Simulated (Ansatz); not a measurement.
`B1BC1` and `CC1BB1` differ in one atom or group.

Ansatz, PBE0-D4/def2-TZVP geometries, multiplicity 1. 

```tsv
property	`B1BC1`
HOMO–LUMO gap (ωB97M-V/def2-TZVPP) / eV	11.05
HOMO energy (B3LYP/def2-TZVPP) / eV	-7.30
size of the dipole moment (ωB97M-V/def2-TZVPP) / D	2.10
HOMO–LUMO gap (PBE0/def2-TZVPP) / eV	6.80
ideal-gas entropy at 298 K and 1 bar (rigid rotor, harmonic PBE0-D4/def2-TZVP) / J/(mol·K)	256
LUMO energy (B3LYP/def2-TZVPP) / eV	-0.91
```

What does the change do to each property? (Estimate.)

Computed: 
```json
{"property": "HOMO–LUMO gap (ωB97M-V/def2-TZVPP) / eV", "`CC1BB1`": "10.06", "shift": "-0.99"}
{"property": "HOMO energy (B3LYP/def2-TZVPP) / eV", "`CC1BB1`": "-6.59", "shift": "0.71"}
{"property": "size of the dipole moment (ωB97M-V/def2-TZVPP) / D", "`CC1BB1`": "2.74", "shift": "0.64"}
{"property": "HOMO–LUMO gap (PBE0/def2-TZVPP) / eV", "`CC1BB1`": "6.01", "shift": "-0.79"}
{"property": "ideal-gas entropy at 298 K and 1 bar (rigid rotor, harmonic PBE0-D4/def2-TZVP) / J/(mol·K)", "`CC1BB1`": "275", "shift": "19"}
{"property": "LUMO energy (B3LYP/def2-TZVPP) / eV", "`CC1BB1`": "-0.99", "shift": "-0.08"}
```

With PBE0 the HOMO rises by 0.71 eV and the LUMO falls by 0.08 eV, so the gap narrows by about 0.79 eV. PBE moves the HOMO by 0.58 eV and ωB97M-V by 0.77 eV. The zero-point energy changes by 76.8 kJ/mol with +9 modes. Dipoles are sizes alone; their direction can turn.

B3LYP here is the variant with VWN-RPA as its local correlation; programs differ in this.
